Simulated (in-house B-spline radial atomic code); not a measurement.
**RPA and G0W0 on HSE06: Cr**

Configuration [Ar] 3d5 4s1, highest spin, mean-field start HSE06. Computed with a B-spline radial code for spherical atoms: all electrons, non-relativistic, point nucleus, each spin shell either full or empty, empty states to l = 9 with an (l + 1/2)⁻⁴ tail; G0W0 by contour deformation at full frequency.

Command:
```bash
python run_gw.py task.json out
```
Settings (radii: box in bohr, nucleus in fm):
```
Z                        24
electrons                24
configuration            [Ar] 3d5 4s1
hamiltonian              nr
method                   hse06
lmax                     9
spin_polarised           True
box_radius               40
intervals                54
ion_configuration        [Ar] 3d5
```

Time taken, with all properties: 4.4 s on 1 thread of Arm Neoverse V2 (shared host).

Energies (hartree):

```
                                     term        value
                         mean-field total  -1044.27204
Hartree-Fock functional on these orbitals  -1043.34184
                      direct second order      -1.8854
                    second-order exchange      0.63805
                         SOSEX correction      0.55976
```

(1) What is the RPA correlation energy, and what remains with SOSEX?

Quasi-particle levels (eV):

```
level  occupied  mean field  Σx - vxc     Σc  QP weight   G0W0
4s up       yes      -4.514     -1.86      ?          ?      ?
4p up        no      -1.008      1.94  -0.55      0.921  0.376
```

G0W0 = mean field + (Σx - vxc) + Σc, with Σc (partial-wave tail included) taken at the quasi-particle energy. Only the outer levels were computed. Levels of low weight are left out. An empty level above zero is unbound and depends on the box.

(2) Where does G0W0 put 4s up?

(3) What does it cost to remove one electron (to [Ar] 3d5) by differences of total energies, each species on its own start (correlation terms add to the Hartree-Fock functional)?

## Answers

(1) RPA gives -1.5663 hartree (-1.78 eV per electron); RPA + SOSEX gives -1.0066, and the second-order doubles -1.2473 hartree (no singles). RPA lacks exchange-type terms and so overcorrelates at short range.

(2) At -7.146 eV, with Σc = -0.78 eV and a quasi-particle weight of 0.834. The tabulated removal energy is 6.767 eV (NIST, measured); the calculation leaves out relativity, Breit and QED terms, and what these don't explain is the method's own error.

(3) HSE06 6.990 eV, Hartree-Fock functional 5.791 eV, + RPA 7.250 eV, + RPA + SOSEX 6.426 eV, + second order 7.239 eV. Tabulated: 6.767 eV (NIST, measured); the calculation leaves out relativity, Breit and QED terms, and what these don't explain is the method's own error.
